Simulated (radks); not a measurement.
Values are calculated unless marked as measured or tabulated.
The potassium ion K2+ inside a hard spherical wall (all orbitals vanish at R), configuration held at [Ne] 3s2 3p5 and not refilled when levels cross. Level of theory: non-relativistic Kohn-Sham, LDA (Slater exchange, VWN5 correlation), spin-polarised, spherical densities, point nucleus; open shells are filled with parallel spins first (a radial shooting solver on a logarithmic mesh with Libxc functionals). Eigenvalues in eV for spin up, with the zero of energy where the potential of the charges vanishes at infinity; a dash marks a level that is unbound or too diffuse for the functional's potential to be trusted. A positive occupied level is held by the wall or, in an anion where self-interaction has pushed it up, behind a barrier. The pressure on the wall is -dE/dV.

| R (bohr) | E (hartree) | kinetic (hartree) | e(2s) | e(2p) | e(3s) | e(3p) | e(3d, empty) | e(4s, empty) | pressure (GPa) |
|---|---|---|---|---|---|---|---|---|---|
| free | -596.87273 | 595.891 | -372.81 | -303.39 | -56.390 | -39.800 | -16.024 | -13.829 | 0 |
| 20 | -596.87273 | 595.891 | -372.81 | -303.39 | -56.390 | -39.800 | -16.024 | -13.829 | < 0.0001 |
| 15 | -596.87273 | 595.891 | -372.81 | -303.39 | -56.390 | -39.800 | -16.024 | -13.829 | < 0.0001 |
| 12 | -596.87273 | 595.891 | -372.81 | -303.39 | -56.390 | -39.800 | -16.024 | -13.829 | < 0.0001 |
| 8 | -596.87273 | 595.891 | -372.81 | -303.39 | -56.390 | -39.800 | -16.023 | -13.792 | < 0.0001 |
| 6 | -596.87270 | 595.892 | -372.80 | -303.39 | -56.388 | -39.798 | -15.989 | -13.269 | 0.00728 |
| 5 | -596.87200 | 595.901 | -372.77 | -303.35 | -56.363 | -39.772 | -15.839 | -11.819 | 0.202 |
| 4 | -596.85952 | 596.027 | -372.36 | -302.94 | -56.082 | -39.461 | -15.028 | -6.601 | 5.48 |
| 3.5 | -596.81896 | 596.358 | -371.39 | -301.96 | -55.431 | -38.723 | -13.684 | 0.214 | 28.6 |
| 3 | -596.65943 | 597.421 | -368.68 | -299.19 | -53.551 | -36.560 | -10.474 | 14.360 | 152 |
| 1.5 | -583.30051 | 642.831 | -305.73 | -233.69 | 24.234 | 45.597 | 68.892 | 325.94 | 42000 |
